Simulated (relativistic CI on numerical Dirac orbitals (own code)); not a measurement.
Spin-allowed bands of a d3 ion in an octahedral site, by hand

Problem. Take Δ = 28350 cm⁻¹ and B = 660 cm⁻¹ for a d3 ion in an octahedral site. Calculate the three spin-allowed bands.

Working.
1. The terms of highest spin are 4F (energy 0) and 4P (15B = 9900 cm⁻¹). Here the F term splits into A2 at −1.2Δ = -34020, T2 at −0.2Δ = -5670 and T1 at +0.6Δ = 17010 cm⁻¹.
2. The two T1 states mix through the element 0.4Δ: H = [[17010, 11340], [11340, 9900]], with roots ½(H₁₁ + H₂₂) ∓ ½√[(H₂₂ − H₁₁)² + 4H₁₂²] = ½(26910) ∓ ½(23768) = 1571 and 25339 cm⁻¹.
3. The ground term is 4A2 at -34020 cm⁻¹.
4. Bands: 4T2 28350 cm⁻¹ (353 nm), 4T1(F) 35591 cm⁻¹ (281 nm), 4T1(P) 59359 cm⁻¹ (168 nm).

Check. Exact diagonalisation of the whole d3 shell with these parameters gives 4T2 28350, 4T1 35591, 4T1 59359 cm⁻¹. The match is exact, since without spin-orbit coupling no other term has this spin. The ratio of the second band to the first, 1.255, depends on Δ/B = 43.0 alone, which is how a Tanabe-Sugano diagram is read.
